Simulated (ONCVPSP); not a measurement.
Debugging a pseudopotential input (neodymium (Nd), ONCVPSP 4.0.1)

Command:

```bash
oncvpsp.x < Nd.dat > Nd.out
```

Input:

```
# ATOM AND REFERENCE CONFIGURATION
# atsym  z   nc   nv     iexc    psfile
  Nd 60.00    9    4  -001012      upf
#
#   n    l    f
    1    0    2.00
    2    0    2.00
    2    1    6.00
    3    0    2.00
    3    1    6.00
    3    2   10.00
    4    0    2.00
    4    1    6.00
    4    2   10.00
    4    3    4.00
    5    0    2.00
    5    1    6.00
    6    0    2.00
#
# PSEUDOPOTENTIAL AND OPTIMIZATION
# lmax
    3
#
#   l,   rc,      ep,       ncon, nbas, qcut
    0    2.15    0.00    4    8    6.90
    1    2.85    0.00    4    9    5.70
    2    1.70    0.21    4    8    5.60
    3    1.70    0.00    5   10    8.20
#
# LOCAL POTENTIAL
# lloc, lpopt,  rc(5),   dvloc0
    2    5    1.70    0.00
#
# VANDERBILT-KLEINMAN-BYLANDER PROJECTORs
# l, nproj, debl
    0    2    1.40
    1    2    3.40
    2    0   40.00
    3    2    1.70
#
# MODEL CORE CHARGE
# icmod, fcfact, rcfact
    4    0.50    0.00
#
# LOG DERIVATIVE ANALYSIS
# epsh1, epsh2, depsh
   -3.00    5.00    0.02
#
# OUTPUT GRID
# rlmax, drl
    6.00    0.01
#
# TEST CONFIGURATIONS
# ncnf
    4
# nvcnf
#   n    l    f
    4
    4    3    4.00
    5    0    2.00
    5    1    6.00
    6    0    1.00
#
    4
    4    3    4.00
    5    0    2.00
    5    1    6.00
    6    0    0.00
#
    4
    4    3    3.00
    5    0    2.00
    5    1    6.00
    6    0    0.00
#
    4
    4    3    5.00
    5    0    2.00
    5    1    6.00
    6    0    0.00
#
```

This is an input that runs to its end, with one change: debl of l = 2 set to 40.00 Ha.

Question: How does the run end?

Answer: The program runs through. Ghost flags: none; the largest excitation error among the 3 tests with output is 117 meV, as for the unchanged input. Messages: WARNING no output for configuration 4; WARNING scattering state with energy 0.05000000; WARNING wellstate: moderately localized bound state found for n= 5 l= 2.

```
   3   2 10.0000  -35.84581999
   4   0  2.0000  -11.57409428
   4   1  6.0000   -8.75962593
   4   2 10.0000   -4.75862864
   4   3  4.0000   -0.54603776   -0.54728776   -1.25D-03
   5   0  2.0000   -1.97161252   -1.97117984    4.33D-04
   5   1  6.0000   -1.29185186   -1.29126830    5.84D-04

    Total energies and differences
      AE_ref= -9.61709807D+03  AE_tst= -9.61647388D+03  dif=  6.24D-01
      PS_ref= -5.70117261D+01  PS_tst= -5.63877513D+01  dif=  6.24D-01
      PSP excitation error=  2.09D-04

Test configuration 3

psatom: WARNING lschvkbb convergence error n,l,iter=   4   3   3
ea(ii),et,emin,emax -7.129479E-02 -7.842426E-02 -7.842426E-02 -7.842426E-02
run_config: WARNING for fully non-local PS atom, stg. 1
 WARNING no output for configuration 4

Test configuration 4

   n   l     f        eae           eps        diff
   1   0  2.0000-1593.49419629
   2   0  2.0000 -257.78154699
   2   1  6.0000 -230.55245053
   3   0  2.0000  -55.89456845
   3   1  6.0000  -47.30671270
   3   2 10.0000  -35.36488582
   4   0  2.0000  -11.09719350
   4   1  6.0000   -8.28547412
   4   2 10.0000   -4.28976194
   4   3  5.0000   -0.11443060   -0.11690667   -2.48D-03
   5   0  2.0000   -1.56849132   -1.56003919    8.45D-03
   5   1  6.0000   -0.91060417   -0.90109599    9.51D-03

    Total energies and differences
      AE_ref= -9.61709807D+03  AE_tst= -9.61679223D+03  dif=  3.06D-01
      PS_ref= -5.70117261D+01  PS_tst= -5.67016001D+01  dif=  3.10D-01
      PSP excitation error= -4.29D-03
```
